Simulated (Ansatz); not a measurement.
`C[N](C)[Hf]([OH])([N](C)C)[N](C)C` at its PBE0-D4/def2-TZVP geometry, where that method's forces vanish. The species carries charge 0 and has multiplicity 1. Hf takes the def2 core potential.

```xyz
30

C    -3.0711   -0.0332    0.4552
N    -1.8639    0.4098   -0.1996
C    -2.1352    1.0541   -1.4586
Hf   -0.0645    0.1590    0.7417
O    -0.1969    0.5777    2.6436
N     0.5076   -1.7676    0.3581
C    -0.1211   -2.7941   -0.4305
C     1.7180   -2.2305    0.9937
N     1.3070    1.3651   -0.1878
C     1.4322    2.7501    0.1984
C     2.2543    1.0009   -1.2098
H    -3.6154   -0.7755   -0.1485
H    -2.8473   -0.5017    1.4206
H    -3.7635    0.7995    0.6520
H    -1.2078    1.3967   -1.9232
H    -2.6341    0.3725   -2.1649
H    -2.7932    1.9288   -1.3376
H    -0.1594    0.4771    3.5881
H     0.5402   -3.1509   -1.2354
H    -1.0349   -2.4149   -0.8926
H    -0.3880   -3.6731    0.1771
H     2.1806   -1.4343    1.5909
H     2.4696   -2.5554    0.2578
H     1.5341   -3.0784    1.6712
H     0.7224    3.0034    0.9935
H     1.2360    3.4296   -0.6450
H     2.4398    2.9822    0.5764
H     3.2928    1.1720   -0.8854
H     2.1063    1.5869   -2.1304
H     2.1552   -0.0559   -1.4689
```

(1) What forces (eV/Å) does ωB97M-V/def2-TZVPP give on these atoms in the Gaussian-basis code of Ansatz? (Estimate.)

Answers

(1) Ansatz gave: 
```
C1  -0.286 -0.093  0.115
N2   0.213 -0.001  0.102
C3  -0.101  0.139 -0.295
Hf4 -0.001  0.000 -0.058
O5   0.001 -0.001  0.124
N6  -0.096  0.204  0.039
C7  -0.119 -0.266 -0.180
C8   0.263 -0.131  0.119
N9  -0.140 -0.162  0.114
C10  0.051  0.317  0.059
C11  0.231 -0.048 -0.242
H12  0.044  0.056  0.048
H13 -0.014  0.022 -0.050
H14  0.058 -0.065 -0.018
H15 -0.058 -0.017  0.021
H16  0.040  0.052  0.055
H17  0.051 -0.071 -0.005
H18 -0.005  0.017 -0.011
H19 -0.050  0.030  0.063
H20  0.052 -0.028  0.025
H21  0.023  0.072 -0.046
H22 -0.021 -0.041 -0.029
H23 -0.059  0.027  0.056
H24  0.013  0.070 -0.056
H25  0.038 -0.011 -0.045
H26  0.014 -0.054  0.066
H27 -0.081 -0.022 -0.031
H28 -0.083 -0.011 -0.021
H29  0.009 -0.046  0.071
H30  0.011  0.060  0.010
```
